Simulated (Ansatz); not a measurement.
Species: CH$_{7}$Cl$_{2}$NSi$_{2}$ (charge 0, singlet). 
Coordinates optimised at B3LYP-D3(BJ)/def2-TZVP (Ansatz, a quantum-chemistry and plane-wave program):
SMILES: [Si](Cl)(N[SiH3])(C)Cl
```xyz
13

C      1.8117    -0.8005    -0.7272
Si     0.4273     0.0229     0.1800
Cl     0.2571     1.9520    -0.5571
Cl     0.8684     0.1638     2.1913
N     -1.0574    -0.8126     0.0659
Si    -1.9178    -1.2711    -1.3719
H      1.9780    -1.8015    -0.3267
H      2.7302    -0.2219    -0.6270
H      1.5727    -0.8830    -1.7888
H     -1.5695    -0.8756     0.9359
H     -0.9711    -1.1244    -2.4982
H     -2.3719    -2.6777    -1.2755
H     -3.1045    -0.4179    -1.6136
```
Charge 0, spin multiplicity 1.

Quantity: atomisation energy (electronic, to ground-state atoms), in kJ/mol. Cores are frozen in the correlated levels unless marked. UHF or UKS for open shells. No spin-orbit coupling. Non-relativistic. The coupled-cluster limit lacks core correlation, which all-electron functionals hold. Basis-set limits of correlation are two-point, X^-3; Hartree-Fock from the larger set.

```tsv
level	program	atomisation energy (kJ/mol)
BLYP-D3(BJ)/def2-TZVPD	Ansatz + dftd3	4491.8
r2SCAN-D3(BJ)/def2-TZVPD	Ansatz + dftd3	4545.5
B3LYP-D4/def2-TZVPD	Ansatz + dftd4	4526.3
BHLYP-D3(BJ)/def2-TZVPD	Ansatz + dftd3	4455.4
```

**Question.** What does CCSD(T)/CBS(cc-pV(T+d)Z,cc-pV(Q+d)Z) (Ansatz) give?

**Answer.** 4561.2 kJ/mol
